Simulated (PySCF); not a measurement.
CF2, SMILES F[C]F (connectivity only; charge and spin as stated), charge +1, multiplicity 2.

The structure is a stationary point at PBE0-D3(BJ)/def2-TZVP. The isomer is the one that the SMILES or the coordinates give; other isomers of the formula were not compared.

These are r2SCAN/def2-TZVPD (PySCF) values and carry that method's errors.

Gas-phase values at a fixed geometry.

The total energy is -237.29892 hartree and the point group is C2v. The α spin, highest occupied and lowest empty level comes out as -17.78 and -12.85 eV. The β spin, highest occupied and lowest empty level is -21.38 and -13.48 eV and the dipole moment about the centre of nuclear charge comes out as 0.99 D. The mean static polarisability comes out as 11.1 bohr³ (1.65 Å³). The polarisability, principal values is 8.9, 9.8, 14.7 bohr³ and the ⟨S²⟩ is 0.755 (pure state 0.75).
